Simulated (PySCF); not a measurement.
Kr(3+) (krypton, charge +3) across methods

[Ar] 3d10 4s2 4p3, high-spin 4S determinant. All numbers are calculated (PySCF 2.14, the spin-free X2C one-electron Hamiltonian (Gaussian nucleus), in x2c-QZVPPall with one added diffuse shell each of s, p, d, f type (12s9p6d5f1g, 113 functions)).

| method | E (hartree) | mean ε 4s α (eV) | mean ε 4s β (eV) | mean ε 4p α (eV) | Σ⟨r²⟩ (bohr²) | ⟨S²⟩ |
| --- | --- | --- | --- | --- | --- | --- |
| CAM-B3LYP | -2787.561 | -64.978 | -60.245 | -47.863 | 20.96 | 3.750 |
| r2SCAN | -2787.382 | -61.819 | -56.892 | -45.403 | 20.89 | 3.750 |
| UHF | -2785.67853 | -71.501 | -60.837 | -51.171 | 21.05 | 3.751 |
| LDA | -2783.517 | -60.546 | -57.407 | -44.745 | 20.92 | 3.750 |
| MN15 | -2789.303 | -63.816 | -58.696 | -47.465 | 20.90 | 3.750 |
| PBE0 | -2787.107 | -63.502 | -58.260 | -46.560 | 20.92 | 3.750 |
| M06-L | -2787.321 | -61.594 | -56.705 | -45.182 | 20.82 | 3.751 |
| PBE | -2787.048 | -60.490 | -56.863 | -44.711 | 20.93 | 3.750 |
